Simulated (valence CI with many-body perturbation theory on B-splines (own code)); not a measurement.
# E1 transitions of Mo26+

Level of theory: configuration interaction combined with many-body perturbation theory (CI+MBPT): six valence electrons over a frozen Dirac-Fock core [Ne], a basis of 9 s, 9 p, 8 d, 6 f, 3 g, 1 h functions for each j, with the one-electron correlation potential Σ1 (screened to all orders), the two-electron term Σ2, the three-electron term Σ3, Breit, model QED; selected single and double excitations, second order for the rest, scaled by the run's own slope (own B-spline code, finite nucleus).

The last digits are not significant, and no measured levels were compared; by estimate large intervals hold to a few tenths of a per cent, small ones and those within an open d or f shell to about a per cent. Among the levels kept, up to 1600 cm⁻¹ of a level comes from second order outside the variational space, and about a tenth of that is noise between levels of different J, which matters for small intervals.

Lines 1 to 50 of 82 in falling wavelength, among levels below 1328600 cm⁻¹, chosen from the strongest by gf and those to the six lowest levels. Wavelengths and rates use the calculated energies. Electric multipoles are in the length gauge, E1 and E2 with the static RPA response of the core. Weak lines are less certain than strong ones. Lines between different terms over intervals too small for the method are left out, as are lines whose strength nearly cancels. The highest levels of a list are the least certain.

Names give the largest LS component (configuration and term), which can be under half, so a name can repeat, a term be missing and a line seem to break the LS rules; names also repeat where a configuration has a term twice. Letters in brackets count levels of one name in rising energy.

```tsv
λ vac (Å)	Upper	Lower	A (s⁻¹)	log gf	Branch %
252.3	3s.3p5 3P°_1	3s2.3p4 1S_0	8.51e+07	-2.61	0.6
200.4	3s2.3p3.3d 5D°_1	3s2.3p4 1S_0	8.67e+07	-2.81	0.5
182.0	3s.3p5 3P°_2	3s2.3p4 1D_2	1.29e+09	-1.49	10.9
173.1	3s2.3p3.3d 1P°_1	3s2.3p4 1S_0	1.09e+09	-1.83	6.4
168.9	3s.3p5 3P°_2	3s2.3p4 3P_1	2.34e+09	-1.30	19.7
165.2	3s.3p5 3P°_1	3s2.3p4 1D_2	1.88e+09	-1.64	12.9
164.3	3s2.3p3.3d 3D°_1 [a]	3s2.3p4 1S_0	4.04e+04	-6.31	0.0
154.3	3s.3p5 3P°_1	3s2.3p4 3P_1	1.52e+09	-1.79	10.4
149.8	3s2.3p3.3d 3F°_2 [a]	3s2.3p4 1D_2	2.50e+06	-4.38	0.2
148.9	3s2.3p3.3d 3D°_1 [b]	3s2.3p4 1S_0	2.25e+08	-2.65	0.8
147.5	3s2.3p3.3d 5D°_3	3s2.3p4 1D_2	1.17e+07	-3.57	1.8
141.3	3s2.3p3.3d 5D°_1	3s2.3p4 1D_2	3.18e+08	-2.54	1.8
140.8	3s2.3p3.3d 3F°_2 [a]	3s2.3p4 3P_1	3.99e+07	-3.23	2.4
139.8	3s2.3p3.3d 5D°_0	3s2.3p4 3P_1	2.72e+08	-3.10	100.0
134.6	3s2.3p3.3d 5D°_2	3s2.3p4 1D_2	5.59e+08	-2.12	4.0
133.2	3s2.3p3.3d 5D°_1	3s2.3p4 3P_1	1.44e+09	-1.94	8.1
132.2	3s.3p5 3P°_1	3s2.3p4 3P_0	2.30e+09	-1.74	15.7
131.8	3s2.3p3.3d 3P°_1 [a]	3s2.3p4 1S_0	7.09e+08	-2.26	0.8
130.3	3s.3p5 3P°_2	3s2.3p4 3P_2	8.25e+09	-0.98	69.5
128.0	3s.3p5 3P°_0	3s2.3p4 3P_1	1.54e+10	-1.42	100.0
127.2	3s2.3p3.3d 5D°_2	3s2.3p4 3P_1	5.74e+08	-2.16	4.1
127.1	3s2.3p3.3d 1P°_1	3s2.3p4 1D_2	1.24e+10	-1.05	72.5
125.6	3s2.3p3.3d 3G°_3	3s2.3p4 1D_2	5.75e+07	-3.02	0.4
122.3	3s2.3p3.3d 3D°_1 [a]	3s2.3p4 1D_2	1.27e+08	-3.07	2.3
121.5	3s.3p5 3P°_1	3s2.3p4 3P_2	8.81e+09	-1.23	60.4
121.5	3s2.3p3.3d 3F°_2 [b]	3s2.3p4 1D_2	1.29e+06	-4.85	0.0
120.6	3s2.3p3.3d 1P°_1	3s2.3p4 3P_1	8.84e+08	-2.24	5.2
119.6	3s2.3p3.3d 3P°_1 [b]	3s2.3p4 1S_0	2.30e+06	-4.83	0.0
118.7	3s2.3p3.3d 3F°_3 [a]	3s2.3p4 1D_2	6.86e+07	-2.99	2.1
116.4	3s2.3p3.3d 5D°_1	3s2.3p4 3P_0	2.24e+09	-1.86	12.6
116.4	3s2.3p3.3d 3D°_3 [a]	3s2.3p4 1D_2	6.93e+07	-3.01	2.5
116.3	3s2.3p3.3d 3D°_1 [a]	3s2.3p4 3P_1	1.66e+07	-4.00	0.3
115.5	3s2.3p3.3d 3F°_2 [b]	3s2.3p4 3P_1	1.17e+08	-2.93	4.1
115.1	3s2.3p3.3d 3S°_1	3s2.3p4 1S_0	7.02e+08	-2.38	0.3
114.5	3s2.3p3.3d 1S°_0	3s2.3p4 3P_1	9.22e+08	-2.74	100.0
113.6	3s2.3p3.3d 3D°_1 [b]	3s2.3p4 1D_2	7.15e+09	-1.38	24.6
112.9	3s2.3p3.3d 3F°_2 [a]	3s2.3p4 3P_2	1.60e+09	-1.82	97.4
111.6	3s2.3p3.3d 5D°_3	3s2.3p4 3P_2	6.37e+08	-2.08	98.2
108.3	3s2.3p3.3d 3D°_1 [b]	3s2.3p4 3P_1	2.60e+07	-3.86	0.1
108.0	3s2.3p3.3d 5D°_1	3s2.3p4 3P_2	1.38e+10	-1.14	77.1
107.6	3s2.3p3.3d 3F°_2 [c]	3s2.3p4 1D_2	3.13e+08	-2.57	1.9
106.6	3s2.3p3.3d 1P°_1	3s2.3p4 3P_0	1.97e+09	-2.00	11.5
104.0	3s2.3p3.3d 5D°_2	3s2.3p4 3P_2	1.29e+10	-0.98	91.9
103.4	3s2.3p3.3d 3P°_1 [a]	3s2.3p4 1D_2	1.03e+10	-1.31	11.7
103.2	3s2.3p3.3d 3D°_1 [a]	3s2.3p4 3P_0	2.96e+09	-1.85	53.7
102.9	3s2.3p3.3d 3F°_2 [c]	3s2.3p4 3P_1	1.42e+09	-1.95	8.7
100.8	3s2.3p3.3d 3D°_2	3s2.3p4 1D_2	2.45e+06	-4.73	0.0
99.52	3s2.3p3.3d 1P°_1	3s2.3p4 3P_2	7.58e+08	-2.47	4.4
99.45	3s2.3p3.3d 3P°_2 [a]	3s2.3p4 1D_2	3.64e+07	-3.57	0.0
99.01	3s2.3p3.3d 3P°_1 [a]	3s2.3p4 3P_1	1.15e+10	-1.29	13.1
```

Q: How does gf follow from A for the line at 103.4 Å?

A: gf = 1.4992 × (2J+1)_upper × A / σ², with σ = 967293 cm⁻¹ and 2J+1 = 3: gf = 0.0493.
